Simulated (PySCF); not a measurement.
SMILES B[SiH2][SiH2][SiH3] (H₉BSi₃), GFN2-xTB optimised geometry.

```
13

B      2.60    -1.62     0.00
Si     0.66    -1.62     0.00
Si    -0.12     0.59     0.00
Si    -2.25     0.93    -0.83
H      3.20    -1.56    -1.00
H      3.21    -1.57     1.00
H      0.00    -2.26    -1.16
H     -0.01    -2.27     1.14
H     -0.02     1.15     1.36
H      0.83     1.45    -0.74
H     -2.79     2.27    -0.60
H     -2.30     0.71    -2.28
H     -3.21     0.00    -0.23
```

Density from PySCF 2.14.0 with B3LYP/def2-TZVP at that geometry.

Minimum of the electron density along straight lines between bonded atoms, close to the bond critical point (lines longer than 1.1 times the sum of covalent radii, or with two minima, are not listed):

| bond | length / Å | ρ at the minimum / e bohr⁻³ | ∇²ρ there / e bohr⁻⁵ | position (fraction from the first atom) |
|---|---|---|---|---|
| B1–Si2 | 1.932 | 0.123 | ___ | 0.61 |
| Si2–Si3 | 2.346 | 0.090 | ___ | 0.47 |
| Si3–Si4 | 2.314 | ___ | -0.17 | 0.50 |
| B1–H5 | 1.172 | 0.193 | -0.39 | 0.44 |
| B1–H6 | 1.172 | 0.193 | -0.39 | 0.44 |
| Si2–H7 | 1.477 | 0.120 | 0.18 | 0.49 |
| Si2–H8 | 1.476 | 0.120 | 0.17 | 0.49 |
| Si3–H9 | 1.473 | 0.121 | 0.18 | 0.49 |
| Si3–H10 | 1.475 | 0.120 | 0.18 | 0.49 |
| Si4–H11 | 1.466 | 0.123 | 0.19 | 0.49 |
| Si4–H12 | 1.466 | 0.123 | 0.19 | 0.49 |
| Si4–H13 | 1.465 | 0.123 | 0.19 | 0.49 |

Question: What belongs in the gaps?

Answer: 
- B1–Si2, ∇²ρ there / e bohr⁻⁵: 0.00
- Si2–Si3, ∇²ρ there / e bohr⁻⁵: -0.15
- Si3–Si4, ρ at the minimum / e bohr⁻³: 0.097
